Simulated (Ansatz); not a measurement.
Relaxation of F6H3NW (11 atoms, charge 0, multiplicity 1), to a largest force component of 0.03 eV/Å in at most 50 steps.

Theory: RKS PBE/def2-SVP in Ansatz 0.2.0.

```xyz
11
Properties=species:S:1:pos:R:3
W -0.065 -0.080 -0.082
F -0.069 -0.032 1.779
F 1.790 -0.214 -0.307
F -0.244 1.761 -0.364
F -1.927 -0.147 -0.002
F -0.091 -1.940 0.039
F -0.199 -0.274 -1.932
N 1.906 2.003 1.538
H 2.508 1.279 1.148
H 1.478 2.584 0.818
H 1.205 1.616 2.198
```

**Question.** Where does it end, and by what steps?

**Answer.** It converged. The force dipped under the threshold on the way, but the program's further checks kept it going. After 7 steps the energy has fallen by 0.290 eV; H11 moved furthest, 0.52 Å.

| step | energy less start (eV) | largest force component (eV/Å) | accepted |
| --- | --- | --- | --- |
| 0 | 0.0000 | 0.641 | yes |
| 1 | -0.1185 | 0.336 | yes |
| 2 | -0.2170 | 0.520 | yes |
| 3 | -0.2441 | 0.730 | yes |
| 4 | -0.2850 | 0.123 | yes |
| 5 | -0.2885 | 0.016 | yes |
| 6 | -0.2898 | 0.090 | yes |
| 7 | -0.2901 | 0.024 | yes |

```xyz
11
Properties=species:S:1:pos:R:3
W -0.275 -0.296 -0.204
F -0.310 -0.208 1.658
F 1.591 -0.284 -0.148
F -0.267 1.570 -0.271
F -2.136 -0.301 -0.249
F -0.273 -2.156 -0.127
F -0.217 -0.360 -2.063
N 2.228 2.339 1.689
H 2.728 1.614 1.159
H 1.588 2.793 1.024
H 1.636 1.844 2.368
```

Whether the end is a true minimum wasn't checked by a vibrational analysis.

Time of the run: 19 s on 4 threads of Arm Neoverse V2 (shared host), peak memory 0.22 GiB.
